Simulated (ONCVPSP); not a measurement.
PBEsol ONCV dataset for Ta, scalar-relativistic all-electron reference.

Input for ONCVPSP 4.0.1:

```
# ATOM AND REFERENCE CONFIGURATION
# atsym  z   nc   nv     iexc    psfile
  Ta 73.00    9    6  -116133      upf
#
#   n    l    f
    1    0    2.00
    2    0    2.00
    2    1    6.00
    3    0    2.00
    3    1    6.00
    3    2   10.00
    4    0    2.00
    4    1    6.00
    4    2   10.00
    4    3   14.00
    5    0    2.00
    5    1    6.00
    5    2    3.00
    6    0    1.50
    6    1    0.50
#
# PSEUDOPOTENTIAL AND OPTIMIZATION
# lmax
    3
#
#   l,   rc,      ep,       ncon, nbas, qcut
    0    2.15    0.00    4    8    6.00
    1    2.30    0.00    3    8    7.20
    2    2.35    0.00    4    9    7.50
    3    0.90    0.00    3    8   20.00
#
# LOCAL POTENTIAL
# lloc, lpopt,  rc(5),   dvloc0
    4    2    0.70    6.00
#
# VANDERBILT-KLEINMAN-BYLANDER PROJECTORs
# l, nproj, debl
    0    2    3.50
    1    2    1.90
    2    3    2.30
    3    2    0.80
#
# MODEL CORE CHARGE
# icmod, fcfact, rcfact
    3    2.75    1.20
#
# LOG DERIVATIVE ANALYSIS
# epsh1, epsh2, depsh
   -4.00    5.00    0.02
#
# OUTPUT GRID
# rlmax, drl
    6.00    0.01
#
# TEST CONFIGURATIONS
# ncnf
    4
# nvcnf
#   n    l    f
    6
    4    3   14.00
    5    0    2.00
    5    1    6.00
    5    2    3.00
    6    0    2.00
    6    1    0.00
#
    6
    4    3   14.00
    5    0    2.00
    5    1    6.00
    5    2    3.00
    6    0    1.00
    6    1    0.00
#
    6
    4    3   14.00
    5    0    2.00
    5    1    6.00
    5    2    3.00
    6    0    0.00
    6    1    0.00
#
    6
    4    3   14.00
    5    0    2.00
    5    1    6.00
    5    2    3.50
    6    0    1.50
    6    1    0.00
#
```

Command:

```bash
oncvpsp.x < Ta.dat > Ta.out
```

Resulting log (shortened: citation, most of the input echo, consistency checks and plot data are left out):

```
ONCVPSP  (Optimized Norm-Conservinng Vanderbilt PSeudopotential)
scalar-relativistic version 4.0.1

#   n    l    f        energy (Ha)
    1    0    2.00    -2.4749825E+03
    2    0    2.00    -4.2526098E+02
    2    1    6.00    -3.7269551E+02
    3    0    2.00    -9.7433772E+01
    3    1    6.00    -8.1802500E+01
    3    2   10.00    -6.3562949E+01
    4    0    2.00    -1.9876265E+01
    4    1    6.00    -1.4748665E+01
    4    2   10.00    -8.1883565E+00
    4    3   14.00    -9.3771020E-01
    5    0    2.00    -2.7127895E+00
    5    1    6.00    -1.4774493E+00
    5    2    3.00    -1.5780157E-01
    6    0    1.50    -2.1973283E-01
    6    1    0.50    -6.4452787E-02

Reference configufation results
  iterations    34
  all-electron total energy (Ha)   -1.55998325D+04

Begin loop to  construct optimized pseudo wave functions
and semi-local pseudopoentials for all angular momenta

Calculating optimized projector #   1

 for l=   0

    Fraction of norm inside rc  0.989268
    Optimizing pswf for qcut=   5.99 a_B^-1,  ecut=  17.96 Ha
    Residual kinetic energy error=  4.33D-07 Ha

    Energy error per electron        Cutoff
         Ha          eV             Ha
         0.01000     0.27211        4.58
         0.00100     0.02721        8.64
         0.00010     0.00272       12.93
         0.00001     0.00027       15.25

Calculating optimized projector #   2

 for l=   0

    Fraction of norm inside rc  0.147051
    Optimizing pswf for qcut=   5.99 a_B^-1,  ecut=  17.96 Ha
    Residual kinetic energy error=  3.49D-06 Ha

    Energy error per electron        Cutoff
         Ha          eV             Ha
         0.01000     0.27211        3.90
         0.00100     0.02721       10.42
         0.00010     0.00272       14.10
         0.00001     0.00027       16.75

Calculating optimized projector #   1

 for l=   1

    Fraction of norm inside rc  0.970348
    Optimizing pswf for qcut=   7.21 a_B^-1,  ecut=  25.98 Ha
    Residual kinetic energy error=  1.40D-09 Ha

    Energy error per electron        Cutoff
         Ha          eV             Ha
         0.01000     0.27211        8.72
         0.00100     0.02721       11.44
         0.00010     0.00272       13.77
         0.00001     0.00027       15.70

Calculating optimized projector #   2

 for l=   1

    Fraction of norm inside rc  0.048798
    Optimizing pswf for qcut=   7.21 a_B^-1,  ecut=  25.98 Ha
    Residual kinetic energy error=  8.26D-10 Ha

    Energy error per electron        Cutoff
         Ha          eV             Ha
         0.01000     0.27211        5.61
         0.00100     0.02721        8.42
         0.00010     0.00272       10.78
         0.00001     0.00027       12.81

   Wellstate for l =  2  n =  7
     eigenvalue =   2.1422
     asymptotic potential =   2.6422
     half-point radius =  3.9479

   Wellstate for l =  2  n =  8
     eigenvalue =   4.4422
     asymptotic potential =   4.9422
     half-point radius =  3.7400

Calculating optimized projector #   1

 for l=   2

    Fraction of norm inside rc  0.640560
    Optimizing pswf for qcut=   7.51 a_B^-1,  ecut=  28.18 Ha
    Residual kinetic energy error=  1.74D-09 Ha

    Energy error per electron        Cutoff
         Ha          eV             Ha
         0.01000     0.27211       10.09
         0.00100     0.02721       13.83
         0.00010     0.00272       17.24
         0.00001     0.00027       20.17

Calculating optimized projector #   2

 for l=   2

    Fraction of norm inside rc  0.211649
    Optimizing pswf for qcut=   7.51 a_B^-1,  ecut=  28.18 Ha
    Residual kinetic energy error=  1.50D-08 Ha

    Energy error per electron        Cutoff
         Ha          eV             Ha
         0.01000     0.27211       11.77
         0.00100     0.02721       15.18
         0.00010     0.00272       18.24
         0.00001     0.00027       21.52

Calculating optimized projector #   3

 for l=   2

    Fraction of norm inside rc  0.182943
    Optimizing pswf for qcut=   7.51 a_B^-1,  ecut=  28.18 Ha
    Residual kinetic energy error=  4.55D-07 Ha

    Energy error per electron        Cutoff
         Ha          eV             Ha
         0.01000     0.27211       13.70
         0.00100     0.02721       17.44
         0.00010     0.00272       19.57
         0.00001     0.00027       23.32

WARNING wellstate: negative energy specified for n= 5 l=  3
WARNING scattering state with energy  0.25000000
WARNING will be used for the first projector

   Wellstate for l =  3  n =  5
     eigenvalue =   0.2500
     asymptotic potential =   0.7500
     half-point radius = 10.6563

Calculating optimized projector #   1

 for l=   3

    Fraction of norm inside rc  0.826237
    Optimizing pswf for qcut=  20.01 a_B^-1,  ecut= 200.25 Ha
    Residual kinetic energy error=  2.26D-06 Ha

    Energy error per electron        Cutoff
         Ha          eV             Ha
         0.01000     0.27211      145.37
         0.00100     0.02721      163.65
         0.00010     0.00272      179.02
         0.00001     0.00027      191.21

Calculating optimized projector #   2

 for l=   3

    Fraction of norm inside rc  0.000979
    Optimizing pswf for qcut=  20.01 a_B^-1,  ecut= 200.25 Ha
    Residual kinetic energy error=  5.23D-09 Ha

    Energy error per electron        Cutoff
         Ha          eV             Ha
         0.01000     0.27211       56.90
         0.00100     0.02721       99.80
         0.00010     0.00272      129.96
         0.00001     0.00027      153.23

Construct Vanderbilt / Kleinmman-Bylander projectors

B matrix Hermiticity error, ll=   0
   1   2    3.1122E-04

  Orthonormal projector coefficients  1.5188E+01  1.7389E+00

B matrix Hermiticity error, ll=   1
   1   2    9.5552E-05

  Orthonormal projector coefficients  1.1199E+01  8.2116E-01

B matrix Hermiticity error, ll=   2
   1   2   -1.7964E-04
   1   3    2.5776E-04
   2   3    2.2255E-04

  Orthonormal projector coefficients  1.0900E+01  1.5595E+00  9.5398E-02

B matrix Hermiticity error, ll=   3
   1   2    4.6731E-05

  Orthonormal projector coefficients -4.0813E+01 -1.0857E+01

Model core correction analysis
  based on d2Exc/dn_idn_j

d2excae - all-electron derivatives

   -2.377643D-02   -1.161259D-02   -8.295362D-03   -2.737016D-03
   -9.223473D-04   -3.705549D-04
   -1.161243D-02   -2.725549D-02   -2.388602D-02   -9.808037D-03
   -1.681372D-03   -7.828482D-04
   -8.295255D-03   -2.388602D-02   -2.419060D-02   -1.363062D-02
   -2.939498D-03   -8.931886D-04
   -2.736980D-03   -9.808037D-03   -1.363054D-02   -1.839863D-02
   -1.474368D-02   -7.492238D-03
   -9.223307D-04   -1.681314D-03   -2.939247D-03   -1.474063D-02
   -2.509417D-02   -1.887650D-02
   -3.705517D-04   -7.828617D-04   -8.931402D-04   -7.487303D-03
   -1.886921D-02   -2.745722D-02

d2excps - pseudofunction derivatives with no core correction

   -4.430362D-02   -2.202468D-02   -1.242813D-02   -3.075185D-03
   -1.690742D-03   -5.929563D-04
   -2.202481D-02   -2.487721D-02   -2.197313D-02   -9.295942D-03
   -1.675095D-03   -7.348488D-04
   -1.242810D-02   -2.197298D-02   -2.400818D-02   -1.380491D-02
   -2.876459D-03   -9.004133D-04
   -3.075158D-03   -9.295890D-03   -1.380482D-02   -1.860194D-02
   -1.472574D-02   -7.498491D-03
   -1.690744D-03   -1.674881D-03   -2.876205D-03   -1.472269D-02
   -2.509249D-02   -1.887355D-02
   -5.929581D-04   -7.348528D-04   -9.003641D-04   -7.493557D-03
   -1.886627D-02   -2.745680D-02

rms 2nd derivative error    4.370074E-03

rmatch, rhocmatch    0.6353   62.9153

Teter function model core charge with specified parameters

d2excps - pseudofunction derivatives with core correction

   -3.636462D-02   -1.905399D-02   -1.152109D-02   -2.997815D-03
   -1.430957D-03   -5.388081D-04
   -1.905397D-02   -2.321365D-02   -2.150171D-02   -9.258204D-03
   -1.529343D-03   -7.062481D-04
   -1.152102D-02   -2.150158D-02   -2.381581D-02   -1.379445D-02
   -2.834560D-03   -8.881301D-04
   -2.997785D-03   -9.258151D-03   -1.379435D-02   -1.860570D-02
   -1.472147D-02   -7.497399D-03
   -1.430948D-03   -1.529276D-03   -2.834306D-03   -1.471843D-02
   -2.507993D-02   -1.887111D-02
   -5.388075D-04   -7.062531D-04   -8.880808D-04   -7.492465D-03
   -1.886382D-02   -2.745606D-02

rms 2nd derivative error    2.978461E-03

Pseudoatom total energy -336.023306

Diagnostic tests using Vanderbilt-Kleinman-Bylander pseudopotentials
  1 or more projectors used as specified by nproj input data

   l    rcore       rmatch      e in        delta e   norm test  slope test

   0   2.1526546   2.2180138  -2.7127895   0.0000007   1.0001675   1.0001463
   0   2.1526546   2.2180138  -0.2197328   0.0000015   0.9999792   0.9999659

   1   2.3128641   2.3830877  -1.4774493   0.0000003   1.0001381   1.0001330
   1   2.3128641   2.3830877  -0.0644528   0.0000013   1.0000257   1.0000175

   2   2.3547459   2.4262411  -0.1578016   0.0000015   1.0000543   1.0000670
   2   2.3547459   2.4262411   2.1421984   0.0000358   1.0001853   1.0001853
   2   2.3547459   2.4262411   4.4421984   0.0000253   1.0003812   1.0003812

   3   0.9042055   0.9316591  -0.9377102  -0.0000500   1.0005019   1.0004673
   3   0.9042055   0.9316591   0.2500000  -0.0000399   1.0007601   1.0007601

 Testing for bound ghosts
   n   l    E NL Schr. Eq   E Basis Diag.   E Cutoff

   1   0       -2.712789       -2.712277     57.38
       0                       -0.412314     57.38  WARNING - GHOST(-)
   2   0       -0.219731       -0.208237     57.38

   2   1       -1.477449       -1.477298     57.05
   3   1       -0.064451       -0.028073     57.05

   3   2       -0.157800       -0.156388     99.93

   4   3       -0.937760       -0.934995    475.84

 Testing for highly-localized positive-energy ghosts
       l    <radius>/rc     E Basis Diag.   E Cutoff

       1        0.961782        4.517405     57.05  WARNING - GHOST(+)

Test configuration 0

   n   l     f        eae           eps        diff
   1   0  2.0000-2474.98248544
   2   0  2.0000 -425.26097888
   2   1  6.0000 -372.69551429
   3   0  2.0000  -97.43377198
   3   1  6.0000  -81.80250019
   3   2 10.0000  -63.56294932
   4   0  2.0000  -19.87626486
   4   1  6.0000  -14.74866490
   4   2 10.0000   -8.18835650
   4   3 14.0000   -0.93771020   -0.93776020   -5.00D-05
   5   0  2.0000   -2.71278954   -2.71278884    7.01D-07
   5   1  6.0000   -1.47744928   -1.47744894    3.42D-07
   5   2  3.0000   -0.15780157   -0.15780012    1.46D-06
   6   0  1.5000   -0.21973283   -0.21973136    1.47D-06
   6   1  0.5000   -0.06445279   -0.06445144    1.35D-06

    Total energies and differences
      AE_ref= -1.55998325D+04  AE_tst= -1.55998325D+04  dif=  0.00D+00
      PS_ref= -3.36023306D+02  PS_tst= -3.36023306D+02  dif= -4.14D-11
      PSP excitation error=  4.14D-11

Test configuration 1

   n   l     f        eae           eps        diff
   1   0  2.0000-2474.95329610
   2   0  2.0000 -425.23221155
   2   1  6.0000 -372.66675161
   3   0  2.0000  -97.40491763
   3   1  6.0000  -81.77364814
   3   2 10.0000  -63.53412610
   4   0  2.0000  -19.84736048
   4   1  6.0000  -14.71977069
   4   2 10.0000   -8.15949377
   4   3 14.0000   -0.90886811   -0.90788779    9.80D-04
   5   0  2.0000   -2.68386489   -2.68353570    3.29D-04
   5   1  6.0000   -1.44852857   -1.44853605   -7.48D-06
   5   2  3.0000   -0.13305646   -0.13309118   -3.47D-05
   6   0  2.0000   -0.20104675   -0.20100025    4.65D-05

    Total energies and differences
      AE_ref= -1.55998325D+04  AE_tst= -1.55999090D+04  dif= -7.65D-02
      PS_ref= -3.36023306D+02  PS_tst= -3.36099827D+02  dif= -7.65D-02
      PSP excitation error=  1.06D-05

Test configuration 2

   n   l     f        eae           eps        diff
   1   0  2.0000-2475.22065207
   2   0  2.0000 -425.49777891
   2   1  6.0000 -372.93238287
   3   0  2.0000  -97.67060523
   3   1  6.0000  -82.03933869
   3   2 10.0000  -63.79970284
   4   0  2.0000  -20.11310129
   4   1  6.0000  -14.98547570
   4   2 10.0000   -8.42508333
   4   3 14.0000   -1.17436111   -1.17590207   -1.54D-03
   5   0  2.0000   -2.94938407   -2.95004837   -6.64D-04
   5   1  6.0000   -1.71468639   -1.71478272   -9.63D-05
   5   2  3.0000   -0.38708451   -0.38702477    5.97D-05
   6   0  1.0000   -0.42848476   -0.42855987   -7.51D-05

    Total energies and differences
      AE_ref= -1.55998325D+04  AE_tst= -1.55995965D+04  dif=  2.36D-01
      PS_ref= -3.36023306D+02  PS_tst= -3.35787138D+02  dif=  2.36D-01
      PSP excitation error= -1.11D-04

Test configuration 3

   n   l     f        eae           eps        diff
   1   0  2.0000-2475.53019363
   2   0  2.0000 -425.80487387
   2   1  6.0000 -373.23957773
   3   0  2.0000  -97.97747807
   3   1  6.0000  -82.34621868
   3   2 10.0000  -64.10648313
   4   0  2.0000  -20.42005018
   4   1  6.0000  -15.29240130
   4   2 10.0000   -8.73188249
   4   3 14.0000   -1.48090065   -1.48497802   -4.08D-03
   5   0  2.0000   -3.25551570   -3.25710110   -1.59D-03
   5   1  6.0000   -2.02035430   -2.02042207   -6.78D-05
   5   2  3.0000   -0.67342967   -0.67318076    2.49D-04

    Total energies and differences
      AE_ref= -1.55998325D+04  AE_tst= -1.55990461D+04  dif=  7.86D-01
      PS_ref= -3.36023306D+02  PS_tst= -3.35236415D+02  dif=  7.87D-01
      PSP excitation error= -4.30D-04

Test configuration 4

   n   l     f        eae           eps        diff
   1   0  2.0000-2474.92148839
   2   0  2.0000 -425.19874841
   2   1  6.0000 -372.63334026
   3   0  2.0000  -97.37192568
   3   1  6.0000  -81.74065591
   3   2 10.0000  -63.50097609
   4   0  2.0000  -19.81429501
   4   1  6.0000  -14.68662719
   4   2 10.0000   -8.12618701
   4   3 14.0000   -0.87556769   -0.87653483   -9.67D-04
   5   0  2.0000   -2.65080826   -2.65136334   -5.55D-04
   5   1  6.0000   -1.41789679   -1.41796342   -6.66D-05
   5   2  3.5000   -0.11414268   -0.11407430    6.84D-05
   6   0  1.5000   -0.19155642   -0.19160681   -5.04D-05

    Total energies and differences
      AE_ref= -1.55998325D+04  AE_tst= -1.55998727D+04  dif= -4.02D-02
      PS_ref= -3.36023306D+02  PS_tst= -3.36063406D+02  dif= -4.01D-02
      PSP excitation error= -7.34D-05
```

Note: ghosts flagged at negative energy: s at -11.2 eV; GHOST(+) flagged for p at 122.9 eV. A true bound ghost makes a file unfit for plane-wave use.

The run took about 7.7 s on one core of a shared server CPU.
